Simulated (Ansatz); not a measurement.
F₄Zr, SMILES [F][Zr-]([F])([F])[F] (connectivity only; charge and spin as stated), charge -1, multiplicity 2.

Geometry: B3LYP-D3(BJ)/def2-SVPD. The spin state was assumed, not searched. The def2 effective core potentials stand for the cores of Zr; spin–orbit coupling is left out.

Two levels are set side by side: PBE/def2-SVPD (Ansatz, a first-principles code) and PBE0/def2-SVPD (Ansatz). Energy differences of separate SCF runs at the same geometry; the states with an electron removed or added have multiplicity 1. Differences are taken from unrounded values.

| quantity | PBE0 | PBE | PBE minus PBE0 |
|---|---|---|---|
| vertical ionisation energy (eV) | 1.99 | 1.79 | -0.20 |
